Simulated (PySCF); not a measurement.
Isomers of C7H10NPSi, one conformer each; single-point electronic energies without zero-point terms and without any empirical dispersion term.

Level: PBE0/pcSseg-1 in PySCF, non-relativistic, each on one gas-phase PBE0-D3(BJ)/def2-SVP geometry that isn't relaxed in the solvent. The solvent is an IEF-PCM continuum (cavity from Bondi-type radii × 1.2). Only the electrostatic response of the medium enters.

| isomer | relative energy, gas (kcal/mol) | dipole (D) |
| --- | --- | --- |
| `[SiH3]c1cncpc1C1CC1` | 0.0 | 2.46 |
| `[SiH3]N=P12C=CC(C=C1)C=C2` | 9.0 | 5.53 |

Question: How do the relative energies look in acetone (ε = 20.49)?

Answer: 
```
                     isomer  relative energy, solvent (kcal/mol)  E(solvent) − E(gas) (kcal/mol)  dipole in solvent (D)
      `[SiH3]c1cncpc1C1CC1`                                  0.0                            -4.2                   3.38
`[SiH3]N=P12C=CC(C=C1)C=C2`                                  6.1                            -7.1                   7.27
```

The order is unchanged. Conformers: `[SiH3:1][c:2]1[cH:3][n:4][cH:5][p:6][c:7]1[CH:8]1[CH2:9][CH2:10]1` with P6–C7–C8–C9 -40°. `[SiH3]N=P12C=CC(C=C1)C=C2` gains most from the continuum, and it has the largest gas-phase dipole. The gains span 2.9 kcal/mol, the gas-phase energies 9.0 kcal/mol.
